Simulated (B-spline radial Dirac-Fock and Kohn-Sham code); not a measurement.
Te: scattering cross sections and density moments

System: atomic tellurium, 1s2 2s2 2p6 3s2 3p6 3d10 4s2 4p6 4d10 5s1 5p5 (an excited configuration).

Input file task.json (cfg lists n, l and occupation; rrms is the nuclear radius in fm):

```json
{"items": [{
  "Z": 52,
  "q": 0,
  "cfg": [[1, 0, 2], [2, 0, 2], [2, 1, 6], [3, 0, 2], [3, 1, 6], [3, 2, 10], [4, 0, 2], [4, 1, 6], [4, 2, 10], [5, 0, 1], [5, 1, 5]],
  "A": 130,
  "rrms": 4.7423,
  "do": ["scatter"],
  "s": [0.0, 0.1, 0.12, 0.15, 0.18, 0.22, 0.27, 0.33, 0.41, 0.5, 0.61, 0.75, 0.91, 1.12, 1.36, 1.67, 2.04, 2.5, 3.05, 3.73, 4.56, 5.58, 6.82],
  "pz": [0, 0.1, 0.2, 0.3, 0.4, 0.5, 0.6, 0.8, 1.0, 1.2, 1.4, 1.6, 1.8, 2.0, 2.5, 3.0, 4.0, 5.0, 7.0, 10.0, 15.0, 20.0, 30.0, 40.0, 60.0, 100.0],
  "hv_scatter": [2000, 8047.8, 10000, 17479.3, 20000, 30000, 50000, 200000]
}]}
```

Command: `python xray_run.py task.json out`

Model: Dirac-Fock densities. Program: a radial B-spline solver.

```
Sum of ⟨r⟩                          : 37.99 bohr
Sum of ⟨r²⟩                         : 64.99 bohr²
Sum of ⟨1/r⟩                        : 317.36 per bohr
Langevin diamagnetic susceptibility : -51.5 × 10⁻⁶ cm³/mol
Lamb shielding (α²/3)Σ⟨1/r⟩         : 5633 ppm
```

Coherent scattering is the Thomson cross section weighted by f₀², without anomalous dispersion; incoherent scattering is Klein-Nishina weighted by S. The Lamb formula is the non-relativistic shielding expression. Electron correlation is left out.

```tsv
hν (keV)	coherent (b)	incoherent (b)	incoherent per electron (b)
2	1503	3.039	0.0584
8.0478	693.1	10.66	0.205
10	565.8	12.40	0.238
17.4793	313.0	16.98	0.327
20	264.6	17.99	0.346
30	149.9	20.64	0.397
50	69.40	22.79	0.438
200	6.183	20.13	0.387
```

Incoherent scattering overtakes coherent scattering between 50 and 200 keV.

Values without a named source are computed, but for edge energies of neutral atoms, which are taken from tables.
